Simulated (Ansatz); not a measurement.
Species: BNH₃F, charge 0, singlet. BNH3F (SMILES NBF).
B3LYP-D3(BJ)/def2-TZVP minimum from Ansatz (a quantum-chemistry and plane-wave program):
```xyz
6

B     -0.1121    -0.4811    -0.0284
H     -0.4385    -1.6180    -0.1742
F      0.7267    -0.1703     0.9732
N     -0.5753     0.5296    -0.8653
H     -0.3101     1.4954    -0.7568
H     -1.2037     0.3533    -1.6292
```
Charge 0, spin multiplicity 1.

Hartree-Fock and CCSD(T) correlation energies in hartree (Ansatz). Radicals and triplets start from unrestricted determinants; spin-orbit coupling is neglected. Correlated methods leave the cores frozen. No relativity.

| basis | X | E(HF) | E(corr, CCSD(T)) |
|---|---|---|---|
| cc-pVTZ | 3 | -180.49770 | -0.60293 |
| cc-pVQZ | 4 | -180.51216 | -0.64587 |
| cc-pV5Z | 5 | -180.51582 | withheld |

### Question
Fit E(corr) = E∞ + A/X³ to X = 3 and 4, predict X = 5, and compare with the run.

### Answer
A = (-0.60293 - (-0.64587))/(1/27 - 1/64) = 2.0054; E∞ = -0.64587 - A/64 = -0.67720; at X = 5, E∞ + A/125 = -0.66116. The run gave -0.66074, 0.42 mEh above the prediction. The same form on X = 4 and 5 gives E∞ = -0.67634, 0.86 mEh above the first estimate.
